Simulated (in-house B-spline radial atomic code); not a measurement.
# RPA and G0W0 on r2SCAN0: P⁴⁺

Configuration [Ne] 3s1, highest spin, mean-field start r2SCAN0. Computed with an all-electron radial atomic-structure program (B-spline basis): all electrons, scalar-relativistic (spin-free one-electron X2C), finite nucleus, each spin shell either full or empty, empty states to l = 9 with an (l + 1/2)⁻⁴ tail; G0W0 by contour deformation at full frequency.

RPA overbinds a lone outer s electron by self-correlation, and G0W0 tends to as well.

Command:
```bash
python run_gw.py task.json out
```
Settings (radii: box in bohr, nucleus in fm):
```
Z                        15
electrons                11
configuration            [Ne] 3s1
hamiltonian              x2c
method                   r2scan0
lmax                     9
rms_radius               3.1889
spin_polarised           True
box_radius               11.96
intervals                69
ion_configuration        [He] 2s2 2p6
```

Time taken, with all properties: 1.9 s on 1 thread of Arm Neoverse V2, with other jobs on the host.

Energies (hartree):

| term | value |
| --- | --- |
| mean-field total | -337.96683 |
| Hartree-Fock functional on these orbitals | -337.55004 |
| direct second order | -0.70164 |
| second-order exchange | 0.26276 |
| SOSEX correction | 0.24372 |

What is the RPA correlation energy, and what remains with SOSEX?

RPA gives -0.63781 hartree (-1.58 eV per electron); RPA + SOSEX gives -0.39408, and the second-order doubles -0.43887 hartree (no singles). SOSEX takes back 38 % of the RPA value.

Quasi-particle levels (eV):

| level | occupied | mean field | Σx - vxc | Σc | QP weight | G0W0 |
| --- | --- | --- | --- | --- | --- | --- |
| 3s up | yes | -61.15 | -3.48 | ? | ? | ? |
| 2p down | yes | -188.13 | -14.84 | 2.87 | 0.948 | -200.10 |
| 2p up | yes | -188.51 | -14.98 | 2.90 | 0.928 | -200.59 |
| 2s down | yes | -241.04 | -19.70 | 5.21 | 0.869 | -255.54 |
| 3s down | no | -53.16 | 3.63 | -1.93 | 0.956 | -51.46 |

G0W0 = mean field + (Σx - vxc) + Σc, with Σc (partial-wave tail included) taken at the quasi-particle energy. Only the outer levels were computed.

Where does G0W0 put 3s up?

At -65.97 eV, with Σc = -1.33 eV and a quasi-particle weight of 0.972. The tabulated removal energy is 65.025 eV (NIST, measured); the calculation leaves out spin-orbit coupling, Breit and QED terms, and what these don't explain is the method's own error.

What does it cost to remove one electron (to [He] 2s2 2p6) by differences of total energies, each species on its own start (correlation terms add to the Hartree-Fock functional)?

r2SCAN0 65.00 eV, Hartree-Fock functional 64.57 eV, + RPA 65.69 eV, + RPA + SOSEX 64.97 eV, + second order 65.07 eV. Tabulated: 65.025 eV (NIST, measured); the calculation leaves out spin-orbit coupling, Breit and QED terms, and what these don't explain is the method's own error.
